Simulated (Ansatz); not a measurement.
Cost and result for the atomization energy of `C[Te][SiH](N)F` (11 atoms, 10 bonds).

```xyz
11

C     0.7639   -1.0960    1.5490
Te    1.7528    0.5828    0.6350
Si    0.1676    0.7429   -1.2511
N    -1.4195    0.6870   -0.6390
F     0.2405   -0.4793   -2.2829
H    -0.3012   -1.0230    1.3413
H     1.1729   -2.0175    1.1440
H     0.9460   -1.0354    2.6197
H     0.5640    1.9381   -2.0375
H    -2.1997    0.4581   -1.2339
H    -1.6874    1.2424    0.1555
```

Charge 0, multiplicity 1. Correlated methods include outer-core shells of Te, which these sets cover unevenly. Te takes the def2 core potential. All single points use the PBE0-D4/def2-TZVP geometry. It is one conformer, not always the lowest. Program: Ansatz. Hardware: A = 2 threads of an AMD EPYC 7R13 on a shared host; B = 2 threads of an AMD EPYC 7R13 on a shared host and a share of an NVIDIA H100 80 GB. Times are those of one run each, without the atoms' runs, and a repeat can differ threefold. Electronic energies, without spin–orbit coupling; frozen cores. CCSD(T)/CBS adds CCSD(T) − MP2 in def2-TZVPP to the MP2 limit, and its time is that of the two runs behind it. T1 = 0.011. With those shells the extrapolation isn't a true limit. B3LYP takes the VWN-RPA correlation (the form of Gaussian; ORCA's B3LYP/G).

CCSD(T)/CBS is a level of theory with its own doubt, some kJ/mol a heavy atom from the limit and from the frozen cores, so smaller differences don't rank the functionals.

| level | functions | wall time | atomization (kcal/mol) | difference from CCSD(T)/CBS | per bond |
| --- | --- | --- | --- | --- | --- |
| PBE-D4/def2-TZVPP (with forces) [A] | 269 | 4.1 s | 932.8 | 6.8 | 0.7 |
| PBE0-D4/def2-TZVPP [A] | 269 | 6 s | 915.9 | -10.1 | -1.0 |
| r2SCAN-D4/def2-TZVPP (with forces) [A] | 269 | 7.5 s | 917.7 | -8.3 | -0.8 |
| B3LYP-D4/def2-TZVPP (with forces) [A] | 269 | 9 s | 919.7 | -6.3 | -0.6 |
| B2PLYP/def2-TZVPP [A] | 269 | 11 s | 908.4 | -17.6 | -1.8 |
| ωB97X-V/def2-TZVPP [A] | 269 | 14 s | 923.4 | -2.6 | -0.3 |
| ωB97M-V/def2-TZVPP (with forces) [A] | 269 | 18 s | 920.0 | -6.0 | -0.6 |
| MP2/def2-QZVPP [B] | 503 | 40 s | 927.3 | 1.3 | 0.1 |
| CCSD(T)/def2-TZVPP [B] | 269 | 44 s | 894.2 | -31.8 | -3.2 |
| CCSD(T)/CBS(def2) | – | 84 s | 926.0 | 0.0 | 0.0 |

The D4 term adds +10.8 kcal/mol with B3LYP and +5.7 kcal/mol with PBE0; it sums over pairs of atoms, weighted by their polarisabilities, and B3LYP, whose exchange is more repulsive, gets the larger term. In def2-TZVPP, CCSD(T) changes the Hartree–Fock value by +239.7 kcal/mol (the triples alone add +14.3 kcal/mol) and MP2 by +253.8 kcal/mol; breaking electron pairs costs correlation energy, which Hartree–Fock lacks. From PBE to PBE0 (25 % exact exchange), in def2-TZVPP and without D4, the atomization energy moves by −16.0 kcal/mol: exact exchange takes away binding that semilocal exchange gives to molecules.

Spin–orbit coupling would lower the free Te atoms strongly, and the atomization energy with them, by more than many differences here.
